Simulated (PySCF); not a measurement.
Potential energy curve for BO, doublet.

Calculation: CCSD(T) on UHF/cc-pVDZ, 2 core orbitals frozen (PySCF).

Q: Relative to R = 1.24 Å, what are the energies at R = 0.97, 1.12, 1.34, 1.39 Å?

A: 105.4 kcal/mol at 0.97 Å, 11.3 kcal/mol at 1.12 Å, 10.4 kcal/mol at 1.34 Å, 19.2 kcal/mol at 1.39 Å.

The scan ran from 0.97 to 4.82 Å; beyond the distances shown one of the unrestricted levels run for this scan, shown here or not, changes its spin distribution in one step. The unrestricted determinant behind UCCSD(T) is spin-contaminated at 1.34 to 1.39 Å (<S²> up to 0.9, against 0.75 for a pure doublet).
